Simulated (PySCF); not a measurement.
Ga(Cl)2(OMe) (CH₃Cl₂GaO), SMILES C[O][Ga]([Cl])[Cl]. Atoms are numbered in the order given.

```xyz
8

Ga    -0.0713     0.1251     0.0000
Cl    -0.5369     2.2091     0.0000
Cl     1.9633    -0.5764     0.0000
O     -1.4152    -1.0470     0.0000
C     -1.2042    -2.4527     0.0000
H     -1.6804    -2.9008    -0.8995
H     -1.6804    -2.9008     0.8995
H     -0.1290    -2.7406     0.0000
```
Charge 0, spin multiplicity 1.

Coordinates come from a PBE-D3(BJ)/def2-SVP optimisation. The structure was generated by enumeration; whether it is a known compound was not checked. Other conformers were not sampled.

All values below come from PBE0/def2-TZVP (PySCF).

Gas-phase values at a fixed geometry.

Computed frontier levels, gap, dipole moment and polarisability:
| Quantity | Result |
|---|---|
| highest occupied level | -8.48 eV |
| lowest empty level | -1.74 eV |
| orbital gap | 6.74 eV |
| dipole moment | 1.51 D |
| quadrupole, principal values (traceless, Buckingham form, about the centre of nuclear charge) | -7.42, 2.96, 4.46 D·Å |
| mean static polarisability | 65.8 bohr³ (9.75 Å³) |
| polarisability, principal values | 47.8, 69.1, 80.5 bohr³ |
